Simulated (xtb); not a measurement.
xtb input for F4Si, SMILES F[Si-](F)(F)F (connectivity only; charge and spin as stated), charge -1, multiplicity 2, GFN2-xTB. 

```
$ xtb mol.xyz --gfn 2 --sp --chrg -1 --uhf 1 --json
$ cat mol.xyz
5

Si     0.00000000     0.00000000    -0.33899523
F      1.33529958    -0.00000000     0.60126480
F     -1.33529958    -0.00000000     0.60126480
F      0.00000000    -1.73818391    -0.33760185
F      0.00000000     1.73818392    -0.33760184
```

Output:

```
[banner left out]
          |                Calculation Setup                |
           -------------------------------------------------



           -------------------------------------------------
          |                 G F N 2 - x T B                 |
           -------------------------------------------------

        Reference                      10.1021/acs.jctc.8b01176
      * Hamiltonian:
        H0-scaling (s, p, d)           1.850000    2.230000    2.230000
        zeta-weighting                 0.500000
      * Dispersion:
        s8                             2.700000
        a1                             0.520000
        a2                             5.000000
        s9                             5.000000
      * Repulsion:
        kExp                           1.500000    1.000000
        rExp                           1.000000
      * Coulomb:
        alpha                          2.000000
        third order                    shell-resolved
        anisotropic                    true
        a3                             3.000000
        a5                             4.000000
        cn-shift                       1.200000
        cn-exp                         4.000000
        max-rad                        5.000000


          ...................................................
          :                      SETUP                      :
          :.................................................:
          :  # basis functions                  26          :
          :  # atomic orbitals                  25          :
          :  # shells                           11          :
          :  # electrons                        33          :
          :  max. iterations                   250          :
          :  Hamiltonian                  GFN2-xTB          :
          :  restarted?                      false          :
          :  GBSA solvation                  false          :
          :  PC potential                    false          :
          :  electronic temp.          300.0000000     K    :
          :  accuracy                    1.0000000          :
          :  -> integral cutoff          0.2500000E+02      :
          :  -> integral neglect         0.1000000E-07      :
          :  -> SCF convergence          0.1000000E-05 Eh   :
          :  -> wf. convergence          0.1000000E-03 e    :
          :  Broyden damping             0.4000000          :
          :  net charge                         -1          :
          :  unpaired electrons                  1          :
          ...................................................

 iter      E             dE          RMSdq      gap      omega  full diag
   1    -21.0500724 -0.210501E+02  0.811E+00    3.99       0.0  T
   2    -21.0660718 -0.159993E-01  0.458E+00    3.95       1.0  T
   3    -21.0682641 -0.219231E-02  0.163E+00    3.99       1.0  T
   4    -21.0682702 -0.612857E-05  0.731E-01    4.00       1.0  T
   5    -21.0683811 -0.110856E-03  0.241E-01    4.03       1.0  T
   6    -21.0685239 -0.142873E-03  0.818E-02    4.02       1.0  T
   7    -21.0685357 -0.117743E-04  0.382E-02    4.02       1.2  T
   8    -21.0685386 -0.287292E-05  0.146E-02    4.02       3.1  T
   9    -21.0685391 -0.519266E-06  0.517E-03    4.02       8.7  T
  10    -21.0685392 -0.575423E-07  0.209E-04    4.02     213.9  T
  11    -21.0685392  0.164349E-10  0.180E-04    4.02     248.0  T

   *** convergence criteria satisfied after 11 iterations ***

         #    Occupation            Energy/Eh            Energy/eV
      -------------------------------------------------------------
         1        2.0000           -0.6583772             -17.9154
       ...           ...                  ...                  ...
        11        2.0000           -0.2774590              -7.5500
        12        2.0000           -0.2763842              -7.5208
        13        2.0000           -0.2637727              -7.1776
        14        2.0000           -0.2636657              -7.1747
        15        2.0000           -0.2635998              -7.1729
        16        2.0000           -0.2626638              -7.1474
        17        1.0000           -0.0793420              -2.1590 (HOMO)
        18                          0.0683886               1.8609 (LUMO)
        19                          0.2285300               6.2186
        20                          0.2450014               6.6668
        21                          0.3186814               8.6718
        22                          0.3747967              10.1987
       ...                                ...                  ...
        25                          1.3500650              36.7371
      -------------------------------------------------------------
                  HL-Gap            0.1477307 Eh            4.0200 eV
             Fermi-level           -0.0882398 Eh           -2.4011 eV

 SCC (total)                   0 d,  0 h,  0 min,  0.004 sec
 SCC setup                      ...        0 min,  0.000 sec (  2.125%)
 Dispersion                     ...        0 min,  0.000 sec (  0.578%)
 classical contributions        ...        0 min,  0.000 sec (  0.309%)
 integral evaluation            ...        0 min,  0.001 sec ( 19.293%)
 iterations                     ...        0 min,  0.002 sec ( 48.228%)
 molecular gradient             ...        0 min,  0.001 sec ( 27.241%)
 printout                       ...        0 min,  0.000 sec (  2.050%)

         :::::::::::::::::::::::::::::::::::::::::::::::::::::
         ::                     SUMMARY                     ::
         :::::::::::::::::::::::::::::::::::::::::::::::::::::
         :: total energy             -21.042946591311 Eh    ::
         :: gradient norm              0.000096711312 Eh/a0 ::
         :: HOMO-LUMO gap              4.019956233235 eV    ::
         ::.................................................::
         :: SCC energy               -21.068539007339 Eh    ::
         :: -> isotropic ES            0.201375550347 Eh    ::
         :: -> anisotropic ES         -0.008340410940 Eh    ::
         :: -> anisotropic XC         -0.006143393616 Eh    ::
         :: -> dispersion             -0.002473276659 Eh    ::
         :: repulsion energy           0.025592416028 Eh    ::
         :: add. restraining           0.000000000000 Eh    ::
         :: total charge              -1.000000000000 e     ::
         :::::::::::::::::::::::::::::::::::::::::::::::::::::

           -------------------------------------------------
          |                Property Printout                |
           -------------------------------------------------

    * Orbital Energies and Occupations

         #    Occupation            Energy/Eh            Energy/eV
      -------------------------------------------------------------
         1        2.0000           -0.6583772             -17.9154
       ...           ...                  ...                  ...
         5        2.0000           -0.3879854             -10.5576
         6        2.0000           -0.3064420              -8.3387
         7        2.0000           -0.3017643              -8.2114
         8        2.0000           -0.2972391              -8.0883
         9        2.0000           -0.2866114              -7.7991
        10        2.0000           -0.2815751              -7.6620
        11        2.0000           -0.2774590              -7.5500
        12        2.0000           -0.2763842              -7.5208
        13        2.0000           -0.2637727              -7.1776
        14        2.0000           -0.2636657              -7.1747
        15        2.0000           -0.2635998              -7.1729
Note: The following floating-point exceptions are signalling: IEEE_UNDERFLOW_FLAG IEEE_DENORMAL
normal termination of xtb
        16        2.0000           -0.2626638              -7.1474
        17        1.0000           -0.0793420              -2.1590 (HOMO)
        18                          0.0683886               1.8609 (LUMO)
        19                          0.2285300               6.2186
        20                          0.2450014               6.6668
        21                          0.3186814               8.6718
        22                          0.3747967              10.1987
        23                          0.5954566              16.2032
        24                          1.0834659              29.4826
        25                          1.3500650              36.7371
      -------------------------------------------------------------
                  HL-Gap            0.1477307 Eh            4.0200 eV
             Fermi-level           -0.0882398 Eh           -2.4011 eV

     #   Z          covCN         q      C6AA      α(0)
     1  14 Si       2.808     0.572   171.055    28.710
     2   9 F        0.704    -0.360    13.045     4.265
     3   9 F        0.704    -0.360    13.045     4.265
     4   9 F        0.700    -0.426    13.862     4.396
     5   9 F        0.700    -0.426    13.862     4.396

 Mol. C6AA /au·bohr⁶  :        713.971137
 Mol. C8AA /au·bohr⁸  :      27382.146273
 Mol. α(0) /au        :         46.031245


Wiberg/Mayer (AO) data.
largest (>0.10) Wiberg bond orders for each atom

 ---------------------------------------------------------------------------
     #   Z sym  total        # sym  WBO       # sym  WBO       # sym  WBO
 ---------------------------------------------------------------------------
     1  14 Si   3.543 --     2 F    0.931     3 F    0.931     4 F    0.841
                             5 F    0.841
     2   9 F    1.040 --     1 Si   0.931
     3   9 F    1.040 --     1 Si   0.931
     4   9 F    0.938 --     1 Si   0.841
     5   9 F    0.938 --     1 Si   0.841
 ---------------------------------------------------------------------------

Topologies differ in total number of bonds
Writing topology from bond orders to xtbtopo.mol

molecular dipole:
                 x           y           z       tot (Debye)
 q only:       -0.000      -0.000      -0.643
   full:       -0.000      -0.000      -0.302       0.767
molecular quadrupole (traceless):
                xx          xy          yy          xz          yz          zz
 q only:        0.523       0.000      -6.367      -0.000      -0.000       5.845
  q+dip:        0.679       0.000      -6.984      -0.000      -0.000       6.305
   full:        1.429      -0.000      -7.212      -0.000      -0.000       5.783


           -------------------------------------------------
          | TOTAL ENERGY              -21.042946591311 Eh   |
          | GRADIENT NORM               0.000096711312 Eh/α |
          | HOMO-LUMO GAP               4.019956233235 eV   |
           -------------------------------------------------

------------------------------------------------------------------------
------------------------------------------------------------------------
 total:
 SCF:
```

Self-consistency was reached.
